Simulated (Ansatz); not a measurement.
B₉N₉H₂₄⁻, a nanocrystal cut from wurtzite BN (hydrogen-capped). Charge -1, multiplicity 2. Geometry PBE-D4/def2-SVP, that of the neutral singlet; atoms count from 1.

```csv
atom,x (Å),y (Å),z (Å)
B1,1.146,-2.444,-1.580
N2,2.062,-1.160,-1.926
N3,0.053,-1.889,-0.575
B4,0.708,-1.370,0.757
B5,1.603,0.170,-1.195
N6,1.608,-0.094,0.353
N7,-0.394,-0.839,1.744
B8,0.244,-0.325,3.101
B9,1.160,1.211,1.102
N10,1.177,0.918,2.661
B11,-0.854,-0.801,-1.257
N12,0.108,0.452,-1.582
N13,-1.940,-0.275,-0.249
B14,-1.305,0.260,1.086
B15,-0.371,1.769,-0.873
N16,-0.326,1.472,0.668
B17,-2.876,0.812,-0.922
N18,-1.880,2.032,-1.283
H19,1.846,-3.295,-1.033
H20,0.619,-2.846,-2.616
H21,3.044,-1.351,-1.689
H22,2.075,-0.997,-2.941
H23,-0.527,-2.709,-0.356
H24,1.394,-2.241,1.283
H25,2.348,1.095,-1.511
H26,2.579,-0.285,0.627
H27,-0.987,-1.629,2.029
H28,0.955,-1.194,3.604
H29,-0.629,0.086,3.864
H30,1.892,2.166,0.852
H31,2.147,0.757,2.961
H32,0.895,1.769,3.165
H33,-1.372,-1.234,-2.282
H34,0.082,0.624,-2.594
H35,-2.577,-1.050,-0.021
H36,-2.171,0.645,1.866
H37,0.317,2.739,-1.180
H38,-0.641,2.321,1.152
H39,-3.366,0.379,-1.964
H40,-3.720,1.214,-0.122
H41,-1.923,2.238,-2.289
H42,-2.204,2.898,-0.834
```

Single mean-field runs in def2-TZVP are fitted with def2-universal-jkfit. The highest occupied level of the charge -1 doublet lies above zero (up to 1.96 eV). By energy differences it is unbound by 0.88 eV (vertical, against the charge 0 singlet, at PBE0-D4/def2-TZVP) and held by the finite basis.

**Question.** Estimate the Mulliken populations of the heavy atoms from the PBE0/def2-TZVP orbitals of Ansatz.

**Answer.** 
| atom | charge (e) | spin (α − β) |
| --- | --- | --- |
| B1 | -0.18 | -0.03 |
| N2 | -0.18 | -0.05 |
| N3 | -0.12 | 0.02 |
| B4 | -0.39 | 0.21 |
| B5 | -0.13 | -0.05 |
| N6 | -0.04 | 0.03 |
| N7 | -0.12 | 0.02 |
| B8 | -0.18 | -0.03 |
| B9 | -0.14 | -0.05 |
| N10 | -0.18 | -0.05 |
| B11 | -0.39 | 0.21 |
| N12 | -0.04 | 0.03 |
| N13 | -0.12 | 0.02 |
| B14 | -0.39 | 0.21 |
| B15 | -0.14 | -0.05 |
| N16 | -0.04 | 0.03 |
| B17 | -0.18 | -0.03 |
| N18 | -0.18 | -0.05 |
Mulliken values depend strongly on the basis.

**Question.** Where does the spin sit?

**Answer.** Summed by element: B 0.38, N 0.00, H 0.62, of 1 unpaired in all. Largest on single atoms: B4 0.21, B11 0.21, B14 0.21.

**Question.** And the Mayer bond orders between heavy atoms (over 0.3)?

**Answer.** B1–N2 0.81 (1.62 Å); B1–N3 0.85 (1.58 Å); N2–B5 0.93 (1.59 Å); N3–B4 0.90 (1.57 Å); N3–B11 0.90 (1.57 Å); B4–N6 0.82 (1.61 Å); B4–N7 0.90 (1.57 Å); B5–N6 0.88 (1.57 Å); B5–N12 0.88 (1.57 Å); N6–B9 0.88 (1.57 Å); N7–B8 0.85 (1.58 Å); N7–B14 0.90 (1.57 Å); B8–N10 0.81 (1.62 Å); B9–N10 0.93 (1.59 Å); B9–N16 0.88 (1.57 Å); B11–N12 0.82 (1.61 Å); B11–N13 0.90 (1.57 Å); N12–B15 0.88 (1.57 Å); N13–B14 0.90 (1.57 Å); N13–B17 0.85 (1.58 Å); B14–N16 0.82 (1.61 Å); B15–N16 0.88 (1.57 Å); B15–N18 0.93 (1.59 Å); B17–N18 0.81 (1.62 Å).
